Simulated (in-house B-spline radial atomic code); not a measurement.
The numbers below are computed, except where a source is named.
**Correlation energy from the adiabatic connection: −Z/r, Z = 3.71, wall at 1.29 bohr**

Two electrons in a singlet, external potential −Z/r, Z = 3.71, wall at 1.29 bohr (atomic units). Full CI in B-splines (partial waves to l = 8, correlation up to 0.6 % small) with the density held fixed gives W(λ) = <V_ee>_λ − U, and E_c is the integral of W(λ) − W(0) from 0 to 1.

```
   λ  W(λ) − W(0) (hartree)
   0                0.00000
0.02               -0.00185
0.05               -0.00462
0.12               -0.01101
0.25               -0.02263
 0.4               -0.03566
 0.6               -0.05245
 0.8               -0.06859
   1               -0.08412
```

(1) Integrate the table by the trapezoid rule.

(2) Now use only three numbers: W(0) = -2.2482, the initial slope W'(0) = -0.09284 (extrapolated from the first points) and the strong-coupling limit of the point-charge-plus-continuum model, W∞ = -3.0259. What do second-order theory and the interpolation W(λ) = W∞ + (W(0) − W∞)/√(1 + 2χλ) of Seidl, Perdew and Levy give?

Results:

(1) The strips give -0.00002, -0.00010, -0.00055, -0.00219, -0.00437, -0.00881, -0.01210, -0.01527, which sum to -0.04341 hartree. The direct value, W(1) − W(0) + T_c with T_c = 0.04068, is -0.04344; the curve is convex, so chords lie above it and the trapezoids fall short in size by 0.09 %.

(2) Second order keeps the slope alone: E_c = W'(0)/2 = -0.04642, +7 % in size against -0.04344. Matching the slope fixes χ = W'(0)/(W∞ − W(0)) = -0.09284/(-0.77770) = 0.11938. Integrating, with s = √(1 + 2χ) = 1.112994, E_c = −(W(0) − W∞)(s − 1)/(s + 1) = −0.77770 × 0.112994/2.112994 = -0.04159 hartree, -4.3 % in size against the full result. At λ = 1 the formula gives W − W(0) = -0.07895 against -0.08412. Part of the miss can come from the model's W∞.
